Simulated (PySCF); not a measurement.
**How methods differ on the excitation energy of Cd**

Cd [Kr] 4d10 5s2 (1S) → Cd [Kr] 4d10 5s1 5p1 (3P), as a difference of total energies. Calculation: PySCF 2.14, in aug-cc-pVTZ-PP with ECP28MDF (6s6p5d3f2g, 88 functions); a scalar-relativistic core potential. Correlated levels: valence: 4s2 4p6 frozen. The calculations carry no spin-orbit coupling.

```json
{"method": "UHF", "excitation energy (eV)": "2.494", "error (eV)": "-1.380"}
{"method": "LDA", "excitation energy (eV)": "4.288", "error (eV)": "+0.414"}
{"method": "PBE", "excitation energy (eV)": "4.028", "error (eV)": "+0.154"}
{"method": "PBE0", "excitation energy (eV)": "3.721", "error (eV)": "-0.153"}
{"method": "r2SCAN", "excitation energy (eV)": "3.743", "error (eV)": "-0.131"}
{"method": "B2PLYP", "excitation energy (eV)": "3.964", "error (eV)": "+0.090"}
{"method": "wB97M-V", "excitation energy (eV)": "3.754", "error (eV)": "-0.120"}
{"method": "r2SCAN0", "excitation energy (eV)": "3.568", "error (eV)": "-0.306"}
{"method": "PW91", "excitation energy (eV)": "4.041", "error (eV)": "+0.167"}
{"method": "MP2 (valence)", "excitation energy (eV)": "3.866", "error (eV)": "-0.008"}
{"method": "SCS-MP2 (valence)", "excitation energy (eV)": "3.922", "error (eV)": "+0.048"}
```

Reference: 3.874 eV (measured; NIST levels, between the centres of gravity of the two terms).

Errors of the correlated levels include the incompleteness of this basis and the frozen core.
